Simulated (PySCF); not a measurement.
Cd(OH)(GeH3), H₄CdGeO, SMILES [Cd]([GeH3])[OH], singlet (CAM-B3LYP/def2-SVP optimised geometry):

```
7

Cd     0.356     0.195     0.000
O      2.326     0.195     0.000
H      2.738     0.889     0.527
Ge    -2.146     0.128    -0.044
H     -2.738     1.221     0.863
H     -2.701     0.360    -1.460
H     -2.693    -1.221     0.450
```

Method: CAM-B3LYP/def2-TZVP, def2 effective core potentials past Kr in PySCF.

Problem. What are the frontier orbital energies and the dipole moment?

Solution. HOMO-2 -10.25 eV, HOMO-1 -9.26 eV, HOMO -8.94 eV, LUMO -0.10 eV, LUMO+1 0.06 eV; dipole moment 1.73 D.

On the same geometry PBE/def2-TZVP, def2 effective core potentials past Kr (PySCF) gives HOMO-2 -7.55 eV, HOMO-1 -6.53 eV, HOMO -6.18 eV, LUMO -1.68 eV, LUMO+1 -1.44 eV; dipole moment 1.58 D.
